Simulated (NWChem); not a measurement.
System: C2HBrClF; SMILES F/C(Br)=C\Cl

Here is an NWChem input.

```
start job
memory heap 200 mb stack 900 mb global 1100 mb
geometry units angstroms
  F      0.104958     1.629996     0.020723
  C      0.169323     0.306417    -0.017478
  Br    -1.509839    -0.513986     0.204517
  C      1.285984    -0.387442    -0.192279
  Cl     2.817496     0.354038    -0.394913
  H      1.270086    -1.464647    -0.213597
end
basis spherical
  * library def2-svp
end
dft
  xc xpbe96 cpbe96
  disp vdw 4
  iterations 150
end
driver
  maxiter 120
end
task dft optimize
task dft freq
```

Excerpt of the output:

```
             Northwest Computational Chemistry Package (NWChem) 7.3.0
             --------------------------------------------------------

 CS  symmetry detected

                             Geometry "geometry" -> ""
                             -------------------------

 Output coordinates in angstroms (scale by  1.889725989 to convert to a.u.)

  No.       Tag          Charge          X              Y              Z
 ---- ---------------- ---------- -------------- -------------- --------------
    1 F                    9.0000     1.57915832    -0.36315636     0.00000000
    2 C                    6.0000     0.27084071    -0.14922049     0.00000000
    3 Br                  35.0000    -0.17089352     1.68020531     0.00000000
    4 C                    6.0000    -0.64760151    -1.10598137     0.00000000
    5 Cl                  17.0000    -0.25134510    -2.77312353     0.00000000
    6 H                    1.0000    -1.69772001    -0.86446747     0.00000000

 Effective nuclear repulsion energy (a.u.)     373.4274749535

      Symmetry information
      --------------------

 Group name             Cs
 Group number              2
 Group order               2
 No. of unique centers     6

                                Z-matrix (autoz)
                                --------

 Units are Angstrom for bonds and degrees for angles

      Type          Name      I     J     K     L     M      Value
      ----------- --------  ----- ----- ----- ----- ----- ----------
    1 Stretch                  1     2                       1.32569
    2 Stretch                  2     3                       1.88200
    3 Stretch                  2     4                       1.32625
    4 Stretch                  4     5                       1.71359
    5 Stretch                  4     6                       1.07753
    6 Bend                     1     2     3               112.86164
    7 Bend                     1     2     4               124.54255
    8 Bend                     2     4     5               122.80033
    9 Bend                     2     4     6               120.87729
   10 Bend                     3     2     4               122.59581
   11 Bend                     5     4     6               116.32238
   12 Torsion                  1     2     4     5           0.00000
   13 Torsion                  1     2     4     6         180.00000
   14 Torsion                  3     2     4     5         180.00000
   15 Torsion                  3     2     4     6           0.00000

  pbe96 is a nonlocal functional; adding pw91lda local functional.

                           NWChem Geometry Optimization
                           ----------------------------

[...]

      ----------------------
      Optimization converged
      ----------------------

  Step       Energy      Delta E   Gmax     Grms     Xrms     Xmax
  ---- ---------------- -------- -------- -------- -------- --------
@    4   -3209.62698614 -2.7D-07  0.00005  0.00002  0.00046  0.00104
                                     ok       ok       ok       ok

                                Z-matrix (autoz)
                                --------

 Units are Angstrom for bonds and degrees for angles

[...]

 Rotational Constants
 --------------------
 A=   0.276459 cm-1  (  0.397755 K)
 B=   0.032576 cm-1  (  0.046868 K)
 C=   0.029142 cm-1  (  0.041928 K)

 Temperature                      =   298.15K
 frequency scaling parameter      =   1.0000

 Zero-Point correction to Energy  =   15.660 kcal/mol  (  0.024956 au)
 Thermal correction to Energy     =   19.042 kcal/mol  (  0.030346 au)
 Thermal correction to Enthalpy   =   19.635 kcal/mol  (  0.031290 au)

 Total Entropy                    =   78.333 cal/mol-K
   - Translational                =   41.080 cal/mol-K (mol. weight = 158.8916)
   - Rotational                   =   28.197 cal/mol-K (symmetry #  =        1)
   - Vibrational                  =    9.056 cal/mol-K

 Cv (constant volume heat capacity) =   16.851 cal/mol-K
   - Translational                  =    2.979 cal/mol-K
   - Rotational                     =    2.979 cal/mol-K
   - Vibrational                    =   10.893 cal/mol-K

[normal modes left out]

 ----------------------------------------------------------------------------
 Normal Eigenvalue ||           Projected Infra Red Intensities
  Mode   [cm**-1]  || [atomic units] [(debye/angs)**2] [(KM/mol)] [arbitrary]
 ------ ---------- || -------------- ----------------- ---------- -----------
    1       -0.000 ||    0.000612           0.014         0.597       0.289
    2       -0.000 ||    0.000024           0.001         0.024       0.012
    3        0.000 ||    0.000074           0.002         0.072       0.035
    4        0.000 ||    0.000016           0.000         0.016       0.008
    5        0.000 ||    0.000068           0.002         0.067       0.032
    6        0.000 ||    0.000000           0.000         0.000       0.000
    7      170.046 ||    0.001231           0.028         1.200       0.581
    8      173.149 ||    0.000117           0.003         0.114       0.055
    9      270.660 ||    0.000388           0.009         0.378       0.183
   10      341.913 ||    0.000068           0.002         0.066       0.032
   11      511.513 ||    0.000076           0.002         0.074       0.036
   12      740.552 ||    0.028063           0.647        27.357      13.247
   13      763.515 ||    0.080225           1.851        78.208      37.869
   14      824.863 ||    0.052707           1.216        51.382      24.880
   15     1068.238 ||    0.104706           2.416       102.073      49.425
   16     1255.033 ||    0.036682           0.846        35.760      17.315
   17     1662.278 ||    0.062665           1.446        61.089      29.580
   18     3177.717 ||    0.013605           0.314        13.263       6.422
 ----------------------------------------------------------------------------
```

Level: PBE-D3(BJ)/def2-SVP. This build's default masses of Se (78.918 u) and Br (79.917 u) are each other's, which moves their modes by up to 0.6 %.
